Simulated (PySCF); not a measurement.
**Electron correlation in Pd (palladium, neutral)**

[Kr] 4d9 5p1, one real determinant (an excited configuration). Computed with PySCF 2.14 in ANO-RCC-VTZP (7s6p4d2f1g, 68 functions), with the spin-free X2C one-electron Hamiltonian (Gaussian nucleus). Frozen: [Ar] 3d10; 18 electrons correlated.

MP2 pair energies summed by pair of shells (mhartree):

```json
{"pair": "4d-4d", "energy": "-286.85", "share (%)": "47.6"}
{"pair": "4p-4d", "energy": "-176.62", "share (%)": "29.3"}
{"pair": "4p-4p", "energy": "-52.22", "share (%)": "8.7"}
{"pair": "4s-4d", "energy": "-29.36", "share (%)": "4.9"}
{"pair": "4d-5p", "energy": "-26.36", "share (%)": "4.4"}
{"pair": "4s-4p", "energy": "-23.80", "share (%)": "3.9"}
{"pair": "4s-4s", "energy": "-3.81", "share (%)": "0.6"}
{"pair": "4p-5p", "energy": "-3.60", "share (%)": "0.6"}
{"pair": "4s-5p", "energy": "-0.29", "share (%)": "0.0"}
```

Total MP2 correlation energy: -602.90 mhartree.

Same-spin part -202.78 and opposite-spin part -400.12 mhartree; SCS-MP2 scales them by 1/3 and 6/5 to -547.74 mhartree.

The basis was made for the ground configuration and has no added diffuse functions, which can raise the energy of the promoted electron.

The reference is one real determinant that mixes LS terms of this configuration.
